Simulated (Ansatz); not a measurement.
Ansatz (an electronic-structure program) input file for C₉H₆N₄, SMILES C1=CC2=NC=CC3=NC=CC(=N1)N23, PBE-D3(BJ)/def2-SVP. 

Ansatz 0.2 input:
```yaml
crystal:
  periodic: [false, false, false]
  atoms:
    - {symbol: C, position_ang: [1.82860490, 2.00880251, 0.00000000]}
    - {symbol: C, position_ang: [2.29233531, 0.71323503, 0.00000000]}
    - {symbol: C, position_ang: [1.36572670, -0.36352090, 0.00000000]}
    - {symbol: N, position_ang: [1.76593895, -1.62577122, 0.00000000]}
    - {symbol: C, position_ang: [0.82537156, -2.58801954, 0.00000000]}
    - {symbol: C, position_ang: [-0.52848800, -2.34183813, 0.00000000]}
    - {symbol: C, position_ang: [-0.99768169, -1.00099357, 0.00000000]}
    - {symbol: N, position_ang: [-2.29092866, -0.71646239, 0.00000000]}
    - {symbol: C, position_ang: [-2.65397644, 0.57921704, 0.00000000]}
    - {symbol: C, position_ang: [-1.76384731, 1.62860310, 0.00000000]}
    - {symbol: C, position_ang: [-0.36804501, 1.36451448, 0.00000000]}
    - {symbol: N, position_ang: [0.52498969, 2.34223361, 0.00000000]}
    - {symbol: N, position_ang: [-0.00000000, 0.00000000, 0.00000000]}
    - {symbol: H, position_ang: [2.53604556, 2.84714229, 0.00000000]}
    - {symbol: H, position_ang: [3.35158923, 0.45644912, 0.00000000]}
    - {symbol: H, position_ang: [1.19767477, -3.61985103, 0.00000000]}
    - {symbol: H, position_ang: [-1.28049808, -3.13078598, 0.00000000]}
    - {symbol: H, position_ang: [-3.73372033, 0.77270874, 0.00000000]}
    - {symbol: H, position_ang: [-2.07109115, 2.67433686, 0.00000000]}
basis:
  gaussian:
    orbitals: def2-SVP
hamiltonian:
  xc: pbe
  dispersion: d3bj
relax: {f_tol: 0.002, max_steps: 200}
```

Program output:

```
WARN ansatz: RAYON_NUM_THREADS=2 ignored (pool sized by the plan → 2); use --threads N
Functional definition: PBE
integrals: 0.25 GiB planned
2458 factors; their error is unknown
mean field: 1.25 GiB planned
mean field evaluation 1: about -15345.2953 eV, gradient 8.0e1 eV
mean field evaluation 2: about -15312.2847 eV, gradient 1.4e2 eV
mean field evaluation 4: about -15360.7483 eV, gradient 1.2e1 eV
mean field evaluation 8: about -15361.0515 eV, gradient 6.8e-2 eV
mean field evaluation 16: about -15360.8815 eV, gradient 1.1e-3 eV
mean field -15360.88145150 eV, -564.5019813631 hartree, gradient 5.7e-5 eV, S^2 0.000000; 0 other end points of the search recorded, 0 dependent functions left out
the calculation of the forces begins
reference -15360.88149234 eV, -564.5019828641 hartree; 44, 44 occupied and 168, 168 virtual orbitals, 2458 factors
relax step   1: F+E_penalty+E_count = -15361.56812632 eV  Δ(F+E_penalty+E_count) = +0.000e0 eV  max|allowed force component| = 3.331e-1 eV/Å  Δτ_max = 0.0000 Å  (35 SCF iters, accepted)
these checks for a lower state are left out or cut short: starts, cluster_reference, orbital_swaps, neighbouring_geometries, increment
integrals: 0.25 GiB planned
2458 factors; their error is unknown
mean field: 1.25 GiB planned
mean field -15360.90255798 eV, -564.5027570120 hartree, gradient 1.9e-5 eV, S^2 0.000000; 0 other end points of the search recorded, 0 dependent functions left out
the calculation of the forces begins
reference -15360.90259907 eV, -564.5027585219 hartree; 44, 44 occupied and 168, 168 virtual orbitals, 2458 factors
relax step   2: F+E_penalty+E_count = -15361.58754389 eV  Δ(F+E_penalty+E_count) = -1.942e-2 eV  max|allowed force component| = 1.119e-1 eV/Å  Δτ_max = 0.0153 Å  (37 SCF iters, accepted)
these checks for a lower state are left out or cut short: starts, cluster_reference, orbital_swaps, neighbouring_geometries, increment
integrals: 0.25 GiB planned
2458 factors; their error is unknown
mean field: 1.25 GiB planned
mean field evaluation 32: about -15360.9042 eV, gradient 5.5e-1 eV
mean field -15360.90482068 eV, -564.5028401647 hartree, gradient 1.9e-5 eV, S^2 0.000000; 0 other end points of the search recorded, 0 dependent functions left out
the calculation of the forces begins
reference -15360.90486185 eV, -564.5028416778 hartree; 44, 44 occupied and 168, 168 virtual orbitals, 2458 factors
relax step   3: F+E_penalty+E_count = -15361.58914648 eV  Δ(F+E_penalty+E_count) = -1.603e-3 eV  max|allowed force component| = 1.666e-2 eV/Å  Δτ_max = 0.0051 Å  (37 SCF iters, accepted)
these checks for a lower state are left out or cut short: starts, cluster_reference, orbital_swaps, neighbouring_geometries, increment
integrals: 0.25 GiB planned
2458 factors; their error is unknown
mean field: 1.25 GiB planned
mean field -15360.90484756 eV, -564.5028411526 hartree, gradient 1.9e-5 eV, S^2 0.000000; 0 other end points of the search recorded, 0 dependent functions left out
the calculation of the forces begins
reference -15360.90488874 eV, -564.5028426658 hartree; 44, 44 occupied and 168, 168 virtual orbitals, 2458 factors
relax step   4: F+E_penalty+E_count = -15361.58915878 eV  Δ(F+E_penalty+E_count) = -1.230e-5 eV  max|allowed force component| = 6.621e-3 eV/Å  Δτ_max = 0.0003 Å  (37 SCF iters, accepted)
these checks for a lower state are left out or cut short: starts, cluster_reference, orbital_swaps, neighbouring_geometries, increment
integrals: 0.25 GiB planned
2458 factors; their error is unknown
mean field: 1.25 GiB planned
mean field -15360.90484638 eV, -564.5028411093 hartree, gradient 1.9e-5 eV, S^2 0.000000; 0 other end points of the search recorded, 0 dependent functions left out
the calculation of the forces begins
reference -15360.90488756 eV, -564.5028426224 hartree; 44, 44 occupied and 168, 168 virtual orbitals, 2458 factors
relax step   5: F+E_penalty+E_count = -15361.58916156 eV  Δ(F+E_penalty+E_count) = -2.780e-6 eV  max|allowed force component| = 1.600e-3 eV/Å  Δτ_max = 0.0002 Å  (37 SCF iters, accepted)
integrals: 0.25 GiB planned
2458 factors; their error is unknown
mean field: 1.25 GiB planned
mean field evaluation 64: about -15360.7571 eV, gradient 1.2e1 eV
mean field -15360.90484638 eV, -564.5028411093 hartree, gradient 1.9e-5 eV, S^2 0.000000; 1 other end points of the search recorded, 0 dependent functions left out
the calculation of the forces begins
reference -15360.90488756 eV, -564.5028426224 hartree; 44, 44 occupied and 168, 168 virtual orbitals, 2458 factors
Total energy: -15361.58920273 eV, -564.5279907412 hartree
Atom 0 at     1.836656     2.018960    -0.000000 Å, force     0.000433     0.000698    -0.000000 eV/Å
Atom 1 at     2.301862     0.716875     0.000000 Å, force     0.000172    -0.000124    -0.000000 eV/Å
Atom 2 at     1.371640    -0.364591     0.000000 Å, force     0.001555    -0.000505    -0.000000 eV/Å
Atom 3 at     1.774463    -1.633621     0.000000 Å, force    -0.000239     0.000385     0.000000 eV/Å
Atom 4 at     0.830140    -2.600071    -0.000000 Å, force     0.000387    -0.000723     0.000000 eV/Å
Atom 5 at    -0.530098    -2.351905     0.000000 Å, force    -0.000192    -0.000086     0.000000 eV/Å
Atom 6 at    -1.001562    -1.005574     0.000000 Å, force    -0.001217    -0.001093    -0.000000 eV/Å
Atom 7 at    -2.301983    -0.719918     0.000000 Å, force     0.000459     0.000014     0.000000 eV/Å
Atom 8 at    -2.666802     0.581115     0.000000 Å, force    -0.000821     0.000026    -0.000000 eV/Å
Atom 9 at    -1.771761     1.635031    -0.000000 Å, force     0.000022     0.000211    -0.000000 eV/Å
Atom 10 at    -0.370072     1.370159     0.000000 Å, force    -0.000339     0.001600     0.000000 eV/Å
Atom 11 at     0.527519     2.353532     0.000000 Å, force    -0.000220    -0.000403     0.000000 eV/Å
Atom 12 at     0.000003    -0.000000     0.000000 Å, force     0.000000     0.000002    -0.000000 eV/Å
Atom 13 at     2.549527     2.862189    -0.000000 Å, force    -0.000081    -0.000358     0.000000 eV/Å
Atom 14 at     3.367406     0.457291    -0.000000 Å, force    -0.000549     0.000076     0.000000 eV/Å
Atom 15 at     1.203955    -3.639052    -0.000000 Å, force    -0.000269     0.000250    -0.000000 eV/Å
Atom 16 at    -1.287675    -3.144903    -0.000000 Å, force     0.000341     0.000436    -0.000000 eV/Å
Atom 17 at    -3.753494     0.776872     0.000000 Å, force     0.000349     0.000108     0.000000 eV/Å
Atom 18 at    -2.079723     2.687612    -0.000000 Å, force     0.000211    -0.000515    -0.000000 eV/Å
Dipole moment:     0.000001     0.000008    -0.000000 e Å
```

The calculation finished and met its thresholds.

Cost: about 80 core-seconds (a rough figure).
